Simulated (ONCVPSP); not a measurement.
# What one change does to a pseudopotential (S, ONCV)

```
Element                 : sulfur (S)
Generator               : ONCVPSP 4.0.1
Type                    : optimised norm-conserving Vanderbilt (ONCV)
Functional              : LDA (Perdew-Wang 92)
Relativity              : scalar-relativistic
Frozen core             : [Ne]
Valence charge          : 6
Reference configuration : 3s2 3p4
Partial waves           : 3s: rc 1.40 bohr, ncon 4, nbas 8, qcut 5.4 1/bohr, 2 projectors, debl 1 Ha; 3p: rc 1.40 bohr, ncon 4, nbas 8, qcut 6.1 1/bohr, 2 projectors, debl 0.5 Ha
Local potential         : polynomial inside 1.10 bohr (lpopt 5, dvloc0 -1 Ha)
Core correction         : Teter function, fcfact 2.25, rcfact 1.25
```

Change: core correction Teter function, fcfact 2.25, rcfact 1.9.

Cutoffs: the cutoffs (Ha) at which the residual kinetic energy of the hardest occupied pseudo-wave falls to 1 and 0.1 mHa per electron; they do not see the model core or the augmentation charge, which bear on the density cutoff. Errors are all-electron minus pseudo energies relative to the spin-unpolarised reference configuration.

Problem. Predict the effect on cutoff, ghosts and configuration errors.

Solution. The potential gets neither clearly harder nor softer (13 Ha and 25 Ha → 13 Ha and 25 Ha); of the 4 tests that both files solve, the error grows in 2 and shrinks in 2 by more than 15 % and 0.3 meV (median size 12.0 → 12.8 meV); neither file shows a bound ghost. A model core, the more so a compact one, raises the density cutoff, which this test does not measure.

| quantity | base | changed |
| --- | --- | --- |
| cutoff, loose | 13 Ha | 13 Ha |
| cutoff, tight | 25 Ha | 25 Ha |
| bound ghosts | none | none |
| GHOST(+) flags under 300 eV | s at 115.0 eV | s at 115.0 eV |
| error for 3s2 3p3, meV [ΔE 11.86 eV] | +1.5 | -4.1 |
| error for 3s2 3p2, meV [ΔE 34.23 eV] | +18 | -21 |
| error for 3s2 3p1, meV [ΔE 68.38 eV] | +81 | -65 |
| error for 3s0 3p6, meV [ΔE 20.61 eV] | +5.9 | -1.6 |
| s: phases at 1.42 bohr within 0.05 rad from the reference energy up to (Ha; the scan ends near 5) | 3.8 | 3.8 |
| p: phases at 1.42 bohr within 0.05 rad from the reference energy up to (Ha; the scan ends near 5) | 4.4 | 4.4 |
| rms error of d²Exc/dni dnj with the model core, mHa | 2.12 | 1.62 |
